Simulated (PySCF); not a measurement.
CuH + Cl₂ → CuCl + HCl

Level: PBE0 in the def2-SVP basis family, all electrons, no relativity, computed in PySCF with density fitting; open shells unrestricted.

| species | state and structure | E (Eh) | ZPE (kJ/mol) | H(298 K) − H(0) (kJ/mol) | S° (J/(mol K)) |
| --- | --- | --- | --- | --- | --- |
| CuH | singlet, C∞v, Cu–H 1.476 Å | -1640.58691 | 11.0 | 8.7 | 196.3 |
| Cl₂ | singlet, D∞h, Cl–Cl 2.025 Å | -919.76210 | 3.2 | 9.2 | 223.2 |
| CuCl | singlet, C∞v, Cu–Cl 2.083 Å | -2099.96652 | 2.5 | 9.5 | 237.2 |
| HCl | singlet, C∞v, H–Cl 1.285 Å | -460.50213 | 18.0 | 8.7 | 186.7 |

Problem. What is the electronic reaction energy?

Solution. At PBE0/def2-SVP, ΔE = -314.1 kJ/mol from the differences of the total energies times 2625.5, downhill. 

Problem. Add zero-point, thermal and entropy terms for 298.15 K and 1 bar.

Solution. ΔZPE = 6.3 and Δ[H(298) − H(0)] = 0.3 kJ/mol give ΔH° = -307.5 kJ/mol. ΔS° = 4.4 J/(mol K), so ΔG° = -307.5 − 298.15 × (0.0044) = -309 kJ/mol.

The structures come from searches over a few start shapes, so lower isomers are not excluded.
